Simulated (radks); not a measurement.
These are the eigenvalues of the occupied orbitals of an atom or ion with whole-number occupations (eV). Calculated with a radial shooting solver on a logarithmic mesh with Libxc functionals: Dirac Kohn-Sham, PBE, spin-unpolarised, spherical densities, point nucleus.

| orbital | eigenvalue |
|---|---|
| 1s1/2 | -81811.47 |
| 2s1/2 | -15381.84 |
| 2p1/2 | -14793.87 |
| 2p3/2 | -12959.16 |
| 3s1/2 | -4515.033 |
| 3p1/2 | -4253.375 |
| 3p3/2 | -3844.696 |
| 3d3/2 | -3413.667 |
| 3d5/2 | -3325.927 |
| 4s1/2 | -1786.692 |
| 4p1/2 | -1673.733 |
| 4p3/2 | -1558.341 |
| 4d3/2 | -1374.940 |
| 4d5/2 | -1351.381 |
| 4f5/2 | -1125.512 |
| 5p1/2 | -879.7518 |

Which element is it, and in what charge state? The configuration may be excited. Open shells, if any, fill j = l - 1/2 first.

Answer. Z = 79, gold, charge +31: Au31+ in [Kr] 4d9 4f2 5p1. The list shows which subshells hold electrons but not how many an open one holds; the 1s level, -3006.5 hartree, gives Z - s = 77.5 by -(Z - s)^2/2, which with screening and relativity narrows Z to a few neighbours, and the depths of the outer levels then fix element, charge and occupations together.
